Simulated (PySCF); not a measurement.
C₂H₅IMg, SMILES C[CH2][Mg][I].

Geometry optimised at B3LYP-D3(BJ)/def2-SVP. The def2 effective core potentials stand for the cores of I; spin–orbit coupling is left out. One conformer was computed; it need not be the lowest.

Method: B3LYP-D3(BJ)/def2-SVP (PySCF).

Frequencies are harmonic and unscaled.

Computed harmonic wavenumbers and intensities:
| mode | ν (cm⁻¹) | IR (km/mol) | Raman (Å⁴/amu) | depolarisation | moving atoms (share of kinetic energy) |
|---|---|---|---|---|---|
| 1 | 67 | 5.9 | 0.6 | 0.67 | Mg 47 %, C 30 %, H 16 % |
| 2 | 94 | 11.9 | 0.3 | 0.75 | Mg 59 %, H 30 %, C 8 % |
| 3 | 192 | 16.8 | 11.5 | 0.22 | C 45 %, Mg 28 %, I 16 %, H 11 % |
| 4 | 229 | 7.2 | 0.4 | 0.75 | H 81 %, C 11 %, Mg 8 % |
| 5 | 277 | 29.4 | 15.8 | 0.24 | C 39 %, Mg 35 %, H 15 %, I 10 % |
| 6 | 549 | 60.5 | 17.5 | 0.10 | Mg 56 %, C 32 %, H 11 % |
| 7 | 559 | 44.9 | 2.5 | 0.75 | H 80 %, C 17 % |
| 8 | 913 | 5.9 | 0.7 | 0.75 | H 93 % |
| 9 | 947 | 5.8 | 10.1 | 0.25 | H 89 %, C 11 % |
| 10 | 1010 | 11.3 | 21.0 | 0.60 | C 81 %, H 19 % |
| 11 | 1168 | 35.5 | 130.7 | 0.19 | H 67 %, C 33 % |
| 12 | 1241 | 4.2 | 0.8 | 0.75 | H 76 %, C 24 % |
| 13 | 1395 | 11.8 | 9.2 | 0.70 | H 83 %, C 17 % |
| 14 | 1432 | 0.1 | 14.4 | 0.69 | H 91 %, C 9 % |
| 15 | 1471 | 1.2 | 16.1 | 0.74 | H 96 % |
| 16 | 1483 | 5.7 | 22.8 | 0.75 | H 97 % |
| 17 | 2997 | 61.0 | 199.0 | 0.19 | H 97 % |
| 18 | 3008 | 24.0 | 155.3 | 0.11 | H 95 % |
| 19 | 3049 | 6.0 | 148.0 | 0.75 | H 91 %, C 9 % |
| 20 | 3062 | 31.4 | 160.7 | 0.64 | H 91 %, C 9 % |
| 21 | 3084 | 38.6 | 35.7 | 0.75 | H 91 %, C 9 % |
